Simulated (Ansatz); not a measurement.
Start from `C[Te]B(O)O` and change one atom or group to get `C[SiH2][Te]B(O)O`.

Ansatz, PBE0-D4/def2-TZVP geometries, multiplicity 1. Each molecule was computed in one conformer, which needn't be the lowest.

Elements past krypton have def2 core potentials.  Spin–orbit coupling is left out; it splits and shifts lone-pair levels of the heavy atoms by tenths of an eV.

```
                                        property  `C[Te]B(O)O`
             LUMO energy (B3LYP/def2-TZVPP) / eV         -0.75
               LUMO energy (PBE/def2-TZVPP) / eV         -1.31
               HOMO energy (PBE/def2-TZVPP) / eV         -5.02
           HOMO energy (ωB97M-V/def2-TZVPP) / eV         -8.12
             HOMO–LUMO gap (PBE/def2-TZVPP) / eV          3.72
size of the dipole moment (B3LYP/def2-TZVPP) / D          0.75
```

Q: Give the same properties after the change, and the shifts. (Best estimate.)

A: Computed: 
```json
{"property": "LUMO energy (B3LYP/def2-TZVPP) / eV", "`C[SiH2][Te]B(O)O`": "-0.66", "shift": "0.09"}
{"property": "LUMO energy (PBE/def2-TZVPP) / eV", "`C[SiH2][Te]B(O)O`": "-1.21", "shift": "0.10"}
{"property": "HOMO energy (PBE/def2-TZVPP) / eV", "`C[SiH2][Te]B(O)O`": "-5.28", "shift": "-0.26"}
{"property": "HOMO energy (ωB97M-V/def2-TZVPP) / eV", "`C[SiH2][Te]B(O)O`": "-8.34", "shift": "-0.22"}
{"property": "HOMO–LUMO gap (PBE/def2-TZVPP) / eV", "`C[SiH2][Te]B(O)O`": "4.07", "shift": "0.35"}
{"property": "size of the dipole moment (B3LYP/def2-TZVPP) / D", "`C[SiH2][Te]B(O)O`": "0.44", "shift": "-0.31"}
```

With PBE0 the HOMO falls by 0.25 eV and the LUMO rises by 0.05 eV, so the gap widens by about 0.30 eV. PBE moves the HOMO by -0.26 eV and ωB97M-V by -0.22 eV. Dipoles are sizes alone; their direction can turn.

B3LYP here is the variant with VWN-RPA as its local correlation; programs differ in this.
